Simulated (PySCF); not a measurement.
WO2Cl, SMILES [W+]([Cl])(=[O])=[O], charge +1, multiplicity 1.

Geometry: B3LYP-D3(BJ)/def2-SVP. The multiplicity is an assumed one; other spin states were not compared. The isomer is the one that the SMILES or the coordinates give; other isomers of the formula were not compared. The def2 effective core potentials stand for the cores of W; spin–orbit coupling is left out.

Calculation: M06-2X/def2-TZVPD in PySCF.

The molecule is in vacuum.

```
Property                                                          Result
------------------------------------------------  ----------------------
total energy                                          -677.39457 hartree
point group                                                           Cs
highest occupied level                                         -16.95 eV
lowest empty level                                             -10.23 eV
orbital gap                                                      6.72 eV
dipole moment about the centre of nuclear charge                  4.54 D
mean static polarisability                          48.5 bohr³ (7.19 Å³)
polarisability, principal values                  33.9, 49.0, 62.6 bohr³
```
